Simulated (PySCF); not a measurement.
CH2BF (calculated)

Calculation on a computer-drawn molecule: vertical ionisation energy to the stated ion spin, frozen-core CCSD(T) at the basis limit and cheaper methods, single-reference cases, UHF for radicals, no spin-orbit; all values are single points at the evaluated structure, the first of each entry, which is the reference or a displaced copy of it and isn't optimised; the reference structure only sets the zero of the energies above reference; triples share is (T) over the correlation energy. Program: PySCF 2.14.0.

Common to all runs: charge 0; multiplicity 1; ion multiplicity 2; diffuse functions no; basis cc-pVnZ; reference is the Hartree-Fock double-zeta minimum; best is HF at quadruple zeta + MP2 correlation extrapolated from triple and quadruple zeta + CCSD(T) minus MP2 at triple zeta; basis step is the size of the change from the same recipe one zeta lower.

```json
{"entry": 1, "formula": "CH2BF", "evaluated_structure": {"atoms_angstrom": [["C", -0.2184, -1.0188, -1.2604], ["B", -0.6089, -0.0375, -2.1308], ["F", -1.1022, 0.7837, -2.9033], ["H", 0.7954, -1.2854, -0.9295], ["H", -0.9442, -1.5659, -0.6313]]}, "reference_structure": {"atoms_angstrom": [["C", -0.2585, -1.0104, -1.1686], ["B", -0.6693, -0.0546, -2.0755], ["F", -1.0518, 0.8355, -2.9198], ["H", 0.7922, -1.2121, -1.0028], ["H", -0.9752, -1.5865, -0.5972]]}, "given": {"drawn_bonds_atom": [1, 2, 1, 1], "drawn_bonds_other_atom": [2, 3, 4, 5], "drawn_bonds_order": [2, 1, 1, 1]}, "results": {"ionisation_energy_best [eV]": 9.14, "ionisation_energy_basis_step [eV]": 0.04043, "energy_above_reference_best [kcal/mol]": 3.762, "energy_above_reference_basis_step [kcal/mol]": 0.5036, "triple_zeta_method": ["HF", "PBE", "r2SCAN", "B3LYP", "wB97X", "MP2", "CCSD", "CCSD(T)"], "triple_zeta_ionisation_energy [eV]": [7.654, 8.984, 8.842, 9.018, 8.919, 8.979, 8.89, 8.983], "triple_zeta_energy_above_reference [kcal/mol]": [3.13, 3.987, 3.578, 3.693, 3.876, 4.199, 3.985, 4.149], "ionisation_energy_Koopmans_at_triple_zeta [eV]": 8.991, "ionisation_energy_EOM_CCSD_at_triple_zeta [eV]": 9.039, "total_energy_HF_triple_zeta [hartree]": -163.2018, "total_energy_CCSD(T)_triple_zeta [hartree]": -163.7383, "total_energy_best [hartree]": -163.8202, "T1_diagnostic_at_triple_zeta": 0.01322, "D1_diagnostic_at_triple_zeta": 0.03699, "ion_T1_diagnostic_at_triple_zeta": 0.01478, "ion_D1_diagnostic_at_triple_zeta": 0.0433, "ion_spin_squared_at_triple_zeta": 0.7572, "triples_share_at_triple_zeta": 0.03549, "basis_functions_triple_zeta": 118, "dipole_magnitude_HF_at_triple_zeta [debye]": 0.7517, "dipole_magnitude_CCSD_unrelaxed_at_triple_zeta [debye]": 0.6983, "dipole_magnitude_PBE_at_triple_zeta [debye]": 0.6863, "dipole_magnitude_r2SCAN_at_triple_zeta [debye]": 0.7116, "dipole_magnitude_B3LYP_at_triple_zeta [debye]": 0.6842, "dipole_magnitude_wB97X_at_triple_zeta [debye]": 0.7762}}
{"entry": 2, "formula": "CH2BF", "evaluated_structure": {"atoms_angstrom": [["C", -0.2184, -1.0188, -1.2604], ["B", -0.6089, -0.0375, -2.1308], ["F", -1.1022, 0.7837, -2.9033], ["H", 0.6986, -1.2599, -0.9611], ["H", -0.9442, -1.5659, -0.6313]]}, "reference_structure": {"atoms_angstrom": [["C", -0.2585, -1.0104, -1.1686], ["B", -0.6693, -0.0546, -2.0755], ["F", -1.0518, 0.8355, -2.9198], ["H", 0.7922, -1.2121, -1.0028], ["H", -0.9752, -1.5865, -0.5972]]}, "given": {"drawn_bonds_atom": [1, 2, 1, 1], "drawn_bonds_other_atom": [2, 3, 4, 5], "drawn_bonds_order": [2, 1, 1, 1]}, "results": {"ionisation_energy_best [eV]": 9.162, "ionisation_energy_basis_step [eV]": 0.03996, "energy_above_reference_best [kcal/mol]": 7.226, "energy_above_reference_basis_step [kcal/mol]": 0.4703, "triple_zeta_method": ["HF", "PBE", "r2SCAN", "B3LYP", "wB97X", "MP2", "CCSD", "CCSD(T)"], "triple_zeta_ionisation_energy [eV]": [7.675, 9.014, 8.871, 9.046, 8.945, 9.0, 8.915, 9.008], "triple_zeta_energy_above_reference [kcal/mol]": [5.974, 8.154, 7.115, 7.122, 7.357, 7.545, 7.388, 7.704], "ionisation_energy_Koopmans_at_triple_zeta [eV]": 8.98, "ionisation_energy_EOM_CCSD_at_triple_zeta [eV]": 9.064, "total_energy_HF_triple_zeta [hartree]": -163.1972, "total_energy_CCSD(T)_triple_zeta [hartree]": -163.7326, "total_energy_best [hartree]": -163.8146, "T1_diagnostic_at_triple_zeta": 0.01319, "D1_diagnostic_at_triple_zeta": 0.03678, "ion_T1_diagnostic_at_triple_zeta": 0.0147, "ion_D1_diagnostic_at_triple_zeta": 0.04332, "ion_spin_squared_at_triple_zeta": 0.7565, "triples_share_at_triple_zeta": 0.03511, "basis_functions_triple_zeta": 118, "dipole_magnitude_HF_at_triple_zeta [debye]": 0.7678, "dipole_magnitude_CCSD_unrelaxed_at_triple_zeta [debye]": 0.7218, "dipole_magnitude_PBE_at_triple_zeta [debye]": 0.7115, "dipole_magnitude_r2SCAN_at_triple_zeta [debye]": 0.7359, "dipole_magnitude_B3LYP_at_triple_zeta [debye]": 0.7065, "dipole_magnitude_wB97X_at_triple_zeta [debye]": 0.7971}}
{"entry": 3, "formula": "CH2BF", "evaluated_structure": {"atoms_angstrom": [["C", -0.2184, -1.0188, -1.2604], ["B", -0.6089, -0.0375, -2.1308], ["F", -1.1022, 0.7837, -2.9033], ["H", 0.7447, -1.2721, -0.9461], ["H", -0.9442, -1.5659, -0.6313]]}, "reference_structure": {"atoms_angstrom": [["C", -0.2585, -1.0104, -1.1686], ["B", -0.6693, -0.0546, -2.0755], ["F", -1.0518, 0.8355, -2.9198], ["H", 0.7922, -1.2121, -1.0028], ["H", -0.9752, -1.5865, -0.5972]]}, "given": {"drawn_bonds_atom": [1, 2, 1, 1], "drawn_bonds_other_atom": [2, 3, 4, 5], "drawn_bonds_order": [2, 1, 1, 1]}, "results": {"ionisation_energy_best [eV]": 9.151, "ionisation_energy_basis_step [eV]": 0.04024, "energy_above_reference_best [kcal/mol]": 4.203, "energy_above_reference_basis_step [kcal/mol]": 0.485, "triple_zeta_method": ["HF", "PBE", "r2SCAN", "B3LYP", "wB97X", "MP2", "CCSD", "CCSD(T)"], "triple_zeta_ionisation_energy [eV]": [7.665, 8.999, 8.857, 9.032, 8.933, 8.989, 8.903, 8.996], "triple_zeta_energy_above_reference [kcal/mol]": [3.208, 4.795, 4.055, 4.127, 4.307, 4.558, 4.383, 4.629], "ionisation_energy_Koopmans_at_triple_zeta [eV]": 8.984, "ionisation_energy_EOM_CCSD_at_triple_zeta [eV]": 9.052, "total_energy_HF_triple_zeta [hartree]": -163.2016, "total_energy_CCSD(T)_triple_zeta [hartree]": -163.7375, "total_energy_best [hartree]": -163.8195, "T1_diagnostic_at_triple_zeta": 0.0132, "D1_diagnostic_at_triple_zeta": 0.03687, "ion_T1_diagnostic_at_triple_zeta": 0.01473, "ion_D1_diagnostic_at_triple_zeta": 0.04331, "ion_spin_squared_at_triple_zeta": 0.7567, "triples_share_at_triple_zeta": 0.03529, "basis_functions_triple_zeta": 118, "dipole_magnitude_HF_at_triple_zeta [debye]": 0.7591, "dipole_magnitude_CCSD_unrelaxed_at_triple_zeta [debye]": 0.7099, "dipole_magnitude_PBE_at_triple_zeta [debye]": 0.6986, "dipole_magnitude_r2SCAN_at_triple_zeta [debye]": 0.7235, "dipole_magnitude_B3LYP_at_triple_zeta [debye]": 0.6949, "dipole_magnitude_wB97X_at_triple_zeta [debye]": 0.7862}}
{"entry": 4, "formula": "CH2BF", "evaluated_structure": {"atoms_angstrom": [["C", -0.2184, -1.0188, -1.2604], ["B", -0.6089, -0.0375, -2.1308], ["F", -1.1022, 0.7837, -2.9033], ["H", 0.8747, -1.3063, -0.9036], ["H", -0.9442, -1.5659, -0.6313]]}, "reference_structure": {"atoms_angstrom": [["C", -0.2585, -1.0104, -1.1686], ["B", -0.6693, -0.0546, -2.0755], ["F", -1.0518, 0.8355, -2.9198], ["H", 0.7922, -1.2121, -1.0028], ["H", -0.9752, -1.5865, -0.5972]]}, "given": {"drawn_bonds_atom": [1, 2, 1, 1], "drawn_bonds_other_atom": [2, 3, 4, 5], "drawn_bonds_order": [2, 1, 1, 1]}, "results": {"ionisation_energy_best [eV]": 9.123, "ionisation_energy_basis_step [eV]": 0.04044, "energy_above_reference_best [kcal/mol]": 7.301, "energy_above_reference_basis_step [kcal/mol]": 0.5268, "triple_zeta_method": ["HF", "PBE", "r2SCAN", "B3LYP", "wB97X", "MP2", "CCSD", "CCSD(T)"], "triple_zeta_ionisation_energy [eV]": [7.638, 8.96, 8.82, 8.996, 8.899, 8.962, 8.871, 8.965], "triple_zeta_energy_above_reference [kcal/mol]": [7.389, 6.969, 7.074, 7.209, 7.52, 7.949, 7.626, 7.65], "ionisation_energy_Koopmans_at_triple_zeta [eV]": 9.008, "ionisation_energy_EOM_CCSD_at_triple_zeta [eV]": 9.021, "total_energy_HF_triple_zeta [hartree]": -163.1950, "total_energy_CCSD(T)_triple_zeta [hartree]": -163.7327, "total_energy_best [hartree]": -163.8145, "T1_diagnostic_at_triple_zeta": 0.01329, "D1_diagnostic_at_triple_zeta": 0.03725, "ion_T1_diagnostic_at_triple_zeta": 0.01491, "ion_D1_diagnostic_at_triple_zeta": 0.04328, "ion_spin_squared_at_triple_zeta": 0.7582, "triples_share_at_triple_zeta": 0.03583, "basis_functions_triple_zeta": 118, "dipole_magnitude_HF_at_triple_zeta [debye]": 0.7454, "dipole_magnitude_CCSD_unrelaxed_at_triple_zeta [debye]": 0.6841, "dipole_magnitude_PBE_at_triple_zeta [debye]": 0.6708, "dipole_magnitude_r2SCAN_at_triple_zeta [debye]": 0.6971, "dipole_magnitude_B3LYP_at_triple_zeta [debye]": 0.6719, "dipole_magnitude_wB97X_at_triple_zeta [debye]": 0.7646}}
{"entry": 5, "formula": "CH2BF", "evaluated_structure": {"atoms_angstrom": [["C", -0.2184, -1.0188, -1.2604], ["B", -0.6089, -0.0375, -2.1308], ["F", -1.1022, 0.7837, -2.9033], ["H", 0.9485, -1.3257, -0.8795], ["H", -0.9442, -1.5659, -0.6313]]}, "reference_structure": {"atoms_angstrom": [["C", -0.2585, -1.0104, -1.1686], ["B", -0.6693, -0.0546, -2.0755], ["F", -1.0518, 0.8355, -2.9198], ["H", 0.7922, -1.2121, -1.0028], ["H", -0.9752, -1.5865, -0.5972]]}, "given": {"drawn_bonds_atom": [1, 2, 1, 1], "drawn_bonds_other_atom": [2, 3, 4, 5], "drawn_bonds_order": [2, 1, 1, 1]}, "results": {"ionisation_energy_best [eV]": 9.108, "ionisation_energy_basis_step [eV]": 0.04013, "energy_above_reference_best [kcal/mol]": 13.57, "energy_above_reference_basis_step [kcal/mol]": 0.5386, "triple_zeta_method": ["HF", "PBE", "r2SCAN", "B3LYP", "wB97X", "MP2", "CCSD", "CCSD(T)"], "triple_zeta_ionisation_energy [eV]": [7.623, 8.94, 8.801, 8.978, 8.882, 8.949, 8.855, 8.949], "triple_zeta_energy_above_reference [kcal/mol]": [14.49, 12.76, 13.33, 13.45, 14.0, 14.51, 14.03, 13.91], "ionisation_energy_Koopmans_at_triple_zeta [eV]": 9.031, "ionisation_energy_EOM_CCSD_at_triple_zeta [eV]": 9.005, "total_energy_HF_triple_zeta [hartree]": -163.1837, "total_energy_CCSD(T)_triple_zeta [hartree]": -163.7227, "total_energy_best [hartree]": -163.8045, "T1_diagnostic_at_triple_zeta": 0.01342, "D1_diagnostic_at_triple_zeta": 0.03761, "ion_T1_diagnostic_at_triple_zeta": 0.01513, "ion_D1_diagnostic_at_triple_zeta": 0.04326, "ion_spin_squared_at_triple_zeta": 0.7598, "triples_share_at_triple_zeta": 0.03617, "basis_functions_triple_zeta": 118, "dipole_magnitude_HF_at_triple_zeta [debye]": 0.7462, "dipole_magnitude_CCSD_unrelaxed_at_triple_zeta [debye]": 0.6753, "dipole_magnitude_PBE_at_triple_zeta [debye]": 0.6609, "dipole_magnitude_r2SCAN_at_triple_zeta [debye]": 0.6882, "dipole_magnitude_B3LYP_at_triple_zeta [debye]": 0.6655, "dipole_magnitude_wB97X_at_triple_zeta [debye]": 0.7588}}
{"entry": 6, "formula": "CH2BF", "evaluated_structure": {"atoms_angstrom": [["C", -0.2184, -1.0188, -1.2604], ["B", -0.6089, -0.0375, -2.1308], ["F", -1.1022, 0.7837, -2.9033], ["H", 1.0214, -1.3448, -0.8557], ["H", -0.9442, -1.5659, -0.6313]]}, "reference_structure": {"atoms_angstrom": [["C", -0.2585, -1.0104, -1.1686], ["B", -0.6693, -0.0546, -2.0755], ["F", -1.0518, 0.8355, -2.9198], ["H", 0.7922, -1.2121, -1.0028], ["H", -0.9752, -1.5865, -0.5972]]}, "given": {"drawn_bonds_atom": [1, 2, 1, 1], "drawn_bonds_other_atom": [2, 3, 4, 5], "drawn_bonds_order": [2, 1, 1, 1]}, "results": {"ionisation_energy_best [eV]": 9.096, "ionisation_energy_basis_step [eV]": 0.03953, "energy_above_reference_best [kcal/mol]": 21.39, "energy_above_reference_basis_step [kcal/mol]": 0.5422, "triple_zeta_method": ["HF", "PBE", "r2SCAN", "B3LYP", "wB97X", "MP2", "CCSD", "CCSD(T)"], "triple_zeta_ionisation_energy [eV]": [7.609, 8.922, 8.784, 8.961, 8.865, 8.937, 8.84, 8.936], "triple_zeta_energy_above_reference [kcal/mol]": [23.28, 20.15, 21.19, 21.26, 22.14, 22.71, 22.0, 21.72], "ionisation_energy_Koopmans_at_triple_zeta [eV]": 9.059, "ionisation_energy_EOM_CCSD_at_triple_zeta [eV]": 8.991, "total_energy_HF_triple_zeta [hartree]": -163.1696, "total_energy_CCSD(T)_triple_zeta [hartree]": -163.7103, "total_energy_best [hartree]": -163.7921, "T1_diagnostic_at_triple_zeta": 0.01361, "D1_diagnostic_at_triple_zeta": 0.03811, "ion_T1_diagnostic_at_triple_zeta": 0.01557, "ion_D1_diagnostic_at_triple_zeta": 0.04323, "ion_spin_squared_at_triple_zeta": 0.7627, "triples_share_at_triple_zeta": 0.03653, "basis_functions_triple_zeta": 118, "dipole_magnitude_HF_at_triple_zeta [debye]": 0.7542, "dipole_magnitude_CCSD_unrelaxed_at_triple_zeta [debye]": 0.671, "dipole_magnitude_PBE_at_triple_zeta [debye]": 0.6555, "dipole_magnitude_r2SCAN_at_triple_zeta [debye]": 0.6838, "dipole_magnitude_B3LYP_at_triple_zeta [debye]": 0.6644, "dipole_magnitude_wB97X_at_triple_zeta [debye]": 0.7584}}
```
